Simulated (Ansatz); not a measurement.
Consider the ligand exchange at a Mo–F bond: `[O]=[Mo](=[O])([F])[Cl]` + NH₃ → `[NH2][Mo](=[O])(=[O])[Cl]` + H–F.

Isolated molecules relaxed with PBE0-D4/def2-TZVP in Ansatz; ΔE leaves out vibrations. CBS: MP2 limit from def2 TZ/QZ plus the TZ coupled-cluster correction, frozen cores. This one scheme is used for every species. Functionals use def2-TZVPP. def2 core potentials past Kr. For Mo outer-core shells are correlated without core-valence functions, which leaves a few kJ/mol of doubt a bond. Each species was taken in one conformer, which may not be the lowest.

```
    level  ΔE (kcal/mol)
r2SCAN-D4           11.8
  ωB97M-V           10.6
```

Problem. What does CCSD(T)/CBS give? (An estimate is asked.)

Solution. Computed: +7.8 kcal/mol. The listed levels differ from it by 4.0, 2.8 kcal/mol.

Largest T1 diagnostic among the species: 0.024, so the coupled-cluster value is less sure than usual.

From PBE to PBE0 (25 % exact exchange), in def2-TZVPP and without D4, ΔE moves by −1.5 kcal/mol. At CCSD(T), def2-SVP lies +1.1 kcal/mol from the extrapolated value and def2-TZVPP +0.3 kcal/mol. In def2-TZVPP, CCSD(T) changes the Hartree–Fock value by −3.1 kcal/mol (the triples alone add −0.2 kcal/mol) and MP2 by −3.5 kcal/mol.
